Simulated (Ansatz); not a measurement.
`N[Si](F)(F)F` + NH₃ → `N[Si](N)(F)F` + H–F at 700 K and 1 bar (ligand exchange at the Si–F bond).

Program: Ansatz. Geometries: PBE0-D4/def2-TZVP. ΔE: electronic, gas phase. CBS: MP2 limit from def2 TZ/QZ plus the TZ coupled-cluster correction, frozen cores. This one scheme is used for every species. One conformer a species, not always the lowest.

| species | CCSD(T)/CBS energy (Eh) | H − E (kJ/mol) | S (J/(mol·K)) |
| --- | --- | --- | --- |
| `N[Si](F)(F)F` | -644.62042 | 157.0 | 420.4 |
| NH₃ | -56.50880 | 116.9 | 226.5 |
| `N[Si](N)(F)F` | -600.70522 | 230.3 | 436.1 |
| H–F | -100.39570 | 45.2 | 198.5 |

H − E and S are ideal-gas, rigid-rotor, harmonic terms from PBE0-D4/def2-TZVP, for one conformer and one mirror image of each species. 1 Eh = 2625.50 kJ/mol, R = 8.31446 J/(mol·K).

Problem. By hand: ΔE, ΔH, ΔS and ΔG.

Solution. ΔE = (-600.70522) + (-100.39570) − (-644.62042) − (-56.50880) = 0.02830 Eh = 74.3 kJ/mol. Δ(H − E) = 230.3 + 45.2 − 157.0 − 116.9 = 1.6, so ΔH = 75.9 kJ/mol. ΔS = 436.1 + 198.5 − 420.4 − 226.5 = -12.3 J/(mol·K). ΔG = 75.9 − 700 × (-12.3)/1000 = 84.5 kJ/mol.

Problem. By hand: the equilibrium constant, and the temperature at which ΔG would vanish if ΔH and ΔS stayed fixed.

Solution. log₁₀ K = −ΔG/(RT ln 10) = -6.3. ΔH and −TΔS have one sign here, so there is no such temperature.

The number of gas molecules stays the same, so ΔS is small and ΔH decides. A doubt of 5 kJ/mol in ΔE shifts log₁₀ K by 0.4 here. Other conformers and mirror images would add mixing entropy, several J/(mol·K) or more a flexible species. These are equilibria of isolated gas molecules and say nothing of rates. Largest T1 diagnostic: 0.011 (customary marks: 0.02 for closed shells, 0.045 for open ones).

ΔS is within the doubt of such terms, so its sign, and with it that verdict, could turn.
